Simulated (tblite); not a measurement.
Q: Write Cartesian coordinates for `[SiH3]C[C@@H]1C[Si@H](Cl)[SiH2]1` as optimised with GFN2-xTB.

A: 
```xyz
18
C3H11ClSi3 angstrom
Si     2.706    0.547   -0.481
C      1.233   -0.645   -0.615
C     -0.037   -0.132    0.052
C     -1.178   -1.186    0.074
Si    -2.708   -0.050   -0.187
Cl    -4.025   -0.770   -1.562
Si    -0.954    1.367   -0.760
H      2.997    0.799    0.933
H      2.377    1.815   -1.138
H      3.878   -0.058   -1.118
H      1.024   -0.859   -1.666
H      1.512   -1.601   -0.159
H      0.204    0.125    1.090
H     -1.159   -1.797    0.976
H     -1.058   -1.873   -0.766
H     -3.509    0.125    1.030
H     -0.718    2.641   -0.074
H     -0.593    1.558   -2.170
```

Orientation and origin are arbitrary. Atoms count from 1 in this order. Si1 (SiH3 silicon) is tetrahedral (angles from 109.2° to 110.0°). The 4-membered ring C3–C4–Si5–Si7 has internal angles of 77.4° to 100.6° (sum 357°, against 360° for a flat polygon); it is puckered, 0.11 Å rms from its mean plane, widest ring torsion 17°. The 2 C–C bonds span 1.524 Å (C2–C3, drawn single) to 1.553 Å (C3–C4, drawn single), a spread of 0.029 Å. The C–Si distances run from 1.899 Å (Si1–C2, drawn single) to 1.936 Å (C3–Si7, drawn single), a spread of 0.037 Å.

Bonds between heavy atoms (Å): Si1–C2 1.899, C2–C3 1.524, C3–C4 1.553, C4–Si5 1.923, Si5–Cl6 2.036, Si5–Si7 2.327, C3–Si7 1.936.

The geometry is computed with GFN2-xTB (gas phase).

Point group: C1 (no symmetry element, even within 0.4 Å). Its GFN2-xTB frequencies are all real (lowest 35 cm⁻¹). One conformer, not necessarily the lowest (Si1–C2–C3–C4 -173°, C2–C3–C4–Si5 -144°, C3–C4–Si5–Cl6 135°, C4–Si5–Si7–C3 -11°, C2–C3–Si7–Si5 137°).
